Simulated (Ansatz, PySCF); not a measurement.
Torsion H5–C1–B2–Cl4 in CH4BClO (SMILES CB(O)Cl); at each angle all else is relaxed with GFN2-xTB, and the levels are single points there.
Geometry at 60° (charge 0, multiplicity 1):
```xyz
8

C     -0.9044    -0.1469     0.0419
B      0.5464     0.4987     0.1155
O      1.6964    -0.1584    -0.0638
Cl     0.7142     2.1904     0.4511
H     -1.4997     0.3229    -0.7382
H     -0.8815    -1.2163    -0.1569
H     -1.4481     0.0073     0.9713
H      1.6610    -1.0963    -0.2523
```

On the grid 0° to 120°, 120° is the highest and 60° the lowest point at MP2/CBS(cc-pV(T+d)Z, cc-pV(Q+d)Z) + ΔCCSD(T)/cc-pV(T+d)Z.

Rows in STO-3G carry no dispersion term and start afresh at each structure.

Programs: Ansatz (Gaussian basis) for Hartree–Fock, density functionals and correlated methods; PySCF for STO-3G rows, the dispersion terms. 

Give the energy at 120° less that at 60° at the level HF/STO-3G.

0.5 kcal/mol

Ansatz is an electronic-structure program.
